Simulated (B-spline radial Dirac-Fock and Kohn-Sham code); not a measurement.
Core and valence levels of I²⁴⁺

System: iodine as I²⁴⁺, configuration [Ar] 3d10 4s1; nuclear rms radius 4.75 fm (A = 127).

Method: relaxed Dirac-Fock hole states (ΔSCF) with Breit and QED corrections and a finite nucleus. Computed with a B-spline atomic structure program. Electron correlation is not included. Energies are counted from the vacuum level. Subshells whose hole state is unreliable or did not converge are left out.

All terms are in eV, carry their sign (relaxation lowers the binding energy) and add up to the binding energy; ⟨r⟩ is the mean radius of the orbital in the initial state.

```
  subshell  −ε (Koopmans)  relaxation   Gaunt  retardation  self-energy  vacuum polarisation  binding energy  ⟨r⟩ (bohr)
    K (1s)        34129.8      -48.64  -83.65         6.74       -45.55                 6.30         33965.0       0.027
   L1 (2s)         6000.9      -19.57   -8.03         0.50        -5.72                 0.73          5968.9       0.116
L2 (2p1/2)         5665.9      -22.24  -14.16         1.59         0.35                -0.01          5631.5       0.098
L3 (2p3/2)         5364.8      -21.03  -10.20         1.90        -0.18                -0.04          5335.3       0.104
M2 (3p1/2)         1667.6       -3.49   -2.52         0.28         0.06                 0.00          1661.9       0.298
M3 (3p3/2)         1607.5       -3.18   -1.75         0.35        -0.04                -0.01          1602.8       0.308
M4 (3d3/2)         1369.2       -4.31   -1.01         0.10         0.10                -0.01          1364.1       0.278
M5 (3d5/2)         1356.6       -4.16   -0.66         0.10         0.06                -0.01          1351.9       0.282
   N1 (4s)          800.3       -0.16   -0.44         0.04        -0.35                 0.04           799.4       0.648
```

For the deepest level, K (1s), the Breit terms make up -0.226 % of the binding energy, QED -0.116 % and orbital relaxation -0.143 %.

Spin-orbit splittings: 2p 296.2 eV, 3p 59.11 eV, 3d 12.19 eV.

Going to the tabulated ground configuration of the next ion removes an electron from N1 (4s), computed at 799.4 eV. NIST lists 800.8 ± 0.4 eV as the ionisation energy of this species (semi-empirical), +1.40 eV from the computed value.
